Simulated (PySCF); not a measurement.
RbLi, CCSD(T): how much the basis matters

PySCF, RHF reference; singlet, unpaired electrons none; De to Rb + Li without counterpoise correction. Frozen cores follow the default of each basis and core potential.

| basis | relativity | functions | Re (Å) | ωe (cm⁻¹) | De (eV) | frozen orbitals |
| --- | --- | --- | --- | --- | --- | --- |
| def2-SVP | scalar-relativistic core potentials | 33 | 3.573 | 179 | 0.59 | 0 |
| def2-SVPD | scalar-relativistic core potentials | 39 | 3.572 | 178 | 0.60 | 0 |
| def2-TZVP | scalar-relativistic core potentials | 47 | 3.580 | 176 | 0.61 | 0 |

(1) How does each smaller set differ from the one with most functions, def2-TZVP?

Correlated steps freeze no core orbitals. Correlated levels converge slowly with the basis: in double zeta they bind strong bonds too weakly, by up to about 1 eV, and carry superposition errors of some tenths. Where the molecule has an RHF reference, its open-shell atoms are computed with UHF.

## Answers

(1) def2-SVP: -0.7 pm, +1.7 % in ωe, -0.02 eV in De; def2-SVPD: -0.8 pm, +1.1 % in ωe, -0.01 eV in De. All at CCSD(T); the set with most functions is neither the basis-set limit nor always the best.
